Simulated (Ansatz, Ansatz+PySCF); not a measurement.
```xyz
3

C     0.0000    0.0001   -1.2954
C     0.0000    0.0000    0.0674
O     0.0000   -0.0001    1.2280
```

Basis set: def2-SVP (spherical functions). Correlated methods keep 3 orbitals frozen. Correlation on ROHF uses semicanonical orbitals with singles. Charge 0, multiplicity 3.

Computed with Ansatz (development build ahead of 0.2.0); each method stands on the lowest determinant of its kind that the runs found.

(1) Give the atomization energy at this shape (free ground-state atoms in the same class of orbitals less the molecule, no zero-point energy) of triplet C₂O by ROHF-CCSD(T), ROHF-MP2, UHF-MP2, ROHF, UHF.

Answers

(1)

```json
{"method": "ROHF-CCSD(T)", "atomization energy": "297.99 kcal/mol"}
{"method": "ROHF-MP2", "atomization energy": "313.89 kcal/mol"}
{"method": "UHF-MP2", "atomization energy": "311.01 kcal/mol"}
{"method": "ROHF", "atomization energy": "207.14 kcal/mol"}
{"method": "UHF", "atomization energy": "205.33 kcal/mol"}
```
